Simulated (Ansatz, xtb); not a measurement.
# Two isomers of GaHNOSi

We compare I, `[H]/N=[Si]\[O][Ga]`, a doublet, with II, `O=[Si][NH][Ga]`, a doublet. Both are isolated molecules in the gas phase, relaxed with PBE0-D3(BJ)/def2-SVP; the shapes shown needn't be the lowest conformers.

I (Å):

```xyz
5

Ga   -2.1266    2.4648    1.8851
N    -0.5929    0.1439   -1.9975
O    -1.7134    1.2895    0.5411
Si   -1.3926    0.1687   -0.6152
H    -0.1069    0.9466   -2.3949
```

II (Å):

```yaml
atoms:
  - { symbol: Ga, position_ang: [-0.4588, 2.4582, -1.7558] }
  - { symbol: N, position_ang: [-0.6408, 0.7065, -0.9868] }
  - { symbol: O, position_ang: [-2.1341, -1.6236, -0.0858] }
  - { symbol: Si, position_ang: [-2.0636, -0.2130, -0.7129] }
  - { symbol: H, position_ang: [0.2061, 0.2130, -0.6817] }
```

Energies in hartree; the thermal terms are from PBE0-D3(BJ)/def2-SVP harmonic frequencies (ideal gas, rigid rotor, one conformer each, 1000 K, 1 atm) and include the zero-point energy:

|  | I | II |
| --- | --- | --- |
| E, CCSD(T)/def2-SVP | −2342.286893 | −2342.290590 |
| zero-point energy | 0.016534 | 0.017930 |
| H(1000 K) − E | 0.047796 | 0.047976 |
| G(1000 K) − E | −0.123872 | −0.117670 |

Work out ΔE, ΔE₀, ΔH and ΔG for I → II in kcal/mol (1 Eh = 627.51 kcal/mol) and the equilibrium ratio [II]/[I].

1. ΔE = −2342.290590 − (−2342.286893) = −0.003697 Eh = −2.32 kcal/mol.
2. ΔE₀ = ΔE + ΔZPE = −0.003697 + (+0.001396) Eh = −1.44 kcal/mol.
3. ΔH = ΔE + (+0.000180) Eh = −2.21 kcal/mol.
4. ΔG = ΔE + (+0.006202) Eh = +1.57 kcal/mol, so ΔS = (ΔH − ΔG)/T = −15.8 J/(mol K).
5. kT = 3.1668 mEh, so K = [II]/[I] = exp(−ΔG/kT) = exp(−0.79) ≈ 0.45.

Structure I is favoured at this temperature, against the order of the electronic energies. An error of 1 kcal/mol in ΔG would change K by a factor of 1.7. GFN2-xTB, r2SCAN-D4/def2-SVP, HF/def2-SVP gave ΔE the other sign. Mirror images and further conformers aren't counted.

As drawn, II has 1 O=Si, 1 N–Si, 1 Ga–N in place of 1 N=Si, 1 O–Si, 1 Ga–O.

Other levels gave ΔE = +8.6 (GFN2-xTB); −7.4 (HF/STO-3G, GFN2-xTB geometries); +0.5 (r2SCAN-D4/def2-SVP, GFN2-xTB geometries); −2.5 (PBE0-D3(BJ)/def2-SVP); +2.6 (HF/def2-SVP); −4.2 (MP2/def2-SVP) kcal/mol. Open shells are spin-unrestricted, with notable spin contamination. The correlated steps freeze 16 core orbitals; the filled d shell of Ga is correlated, in a basis made for valence electrons. Programs: Ansatz 0.2.0, xtb 6.7.1.
